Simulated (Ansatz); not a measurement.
Computed with Ansatz on PBE0-D4/def2-TZVP structures; ΔE is electronic, products minus reactants. CBS: MP2 limit from def2 TZ/QZ plus the TZ coupled-cluster correction, frozen cores. This one scheme is used for every species. DFT in def2-TZVPP. B3LYP here is the variant with VWN-RPA as its local correlation; programs differ in this. One conformer a species, not always the lowest.

Consider the formal exchange of groups at the Si–O bond: `O[SiH2]C[SiH2]O` + CH₄ → `C[SiH2]C[SiH2]O` + H₂O.

`O[SiH2]C[SiH2]O`:

Cartesian coordinates in Å:
```
O -0.863 1.367 1.505
Si 0.510 1.464 0.607
C 1.080 -0.250 0.103
Si -0.183 -1.178 -0.884
O -1.639 -0.901 -0.123
H -1.487 0.711 1.172
H 0.312 2.264 -0.636
H 1.525 2.143 1.450
H 1.332 -0.818 1.005
H 1.994 -0.161 -0.498
H -0.241 -0.672 -2.284
H 0.079 -2.643 -0.936
H -2.420 -1.326 -0.481
```

CH₄:

Z-matrix (Å, degrees):
```
C
H 1 1.090
H 1 1.090 2 109.5
H 1 1.090 2 109.5 3 -120.0
H 1 1.090 2 109.5 3 120.0
```

`C[SiH2]C[SiH2]O`:

Cartesian coordinates in Å:
```
C -0.659 -2.087 0.326
Si -0.746 -0.453 1.232
C 0.505 0.780 0.570
Si 0.348 1.171 -1.244
O 1.282 2.448 -1.716
H 0.342 -2.519 0.395
H -1.365 -2.803 0.754
H -0.900 -1.967 -0.733
H -0.497 -0.676 2.685
H -2.112 0.126 1.094
H 0.396 1.712 1.136
H 1.512 0.395 0.773
H 0.705 -0.047 -2.028
H -1.041 1.576 -1.568
H 2.233 2.344 -1.677
```

H₂O:

Z-matrix (Å, degrees):
```
O
H 1 0.960
H 1 0.960 2 105.1
```

```tsv
level	ΔE (kcal/mol)	difference from CCSD(T)/CBS
PBE-D4	25.0	-1.1
PBE0-D4	25.4	-0.7
B3LYP-D4	27.9	1.8
ωB97M-V	27.1	1.0
PBE	25.2	-0.9
PBE0	25.6	-0.5
B3LYP	28.2	2.1
HF/def2-TZVPP	29.9	3.8
MP2/def2-TZVPP	27.1	1.0
SCS-MP2/def2-TZVPP	27.7	1.6
CCSD/def2-TZVPP	27.0	0.9
MP2/def2-QZVPP	26.7	0.6
SCS-MP2/def2-QZVPP	27.3	1.2
HF/CBS(def2)	29.8	3.7
MP2/CBS(def2)	26.5	0.4
CCSD/CBS(def2)	26.4	0.3
CCSD(T)/CBS	26.1	0
```

Largest T1 diagnostic among the species: 0.011.

In def2-TZVPP, CCSD(T) changes the Hartree–Fock value by −3.2 kcal/mol (the triples alone add −0.3 kcal/mol) and MP2 by −2.8 kcal/mol.
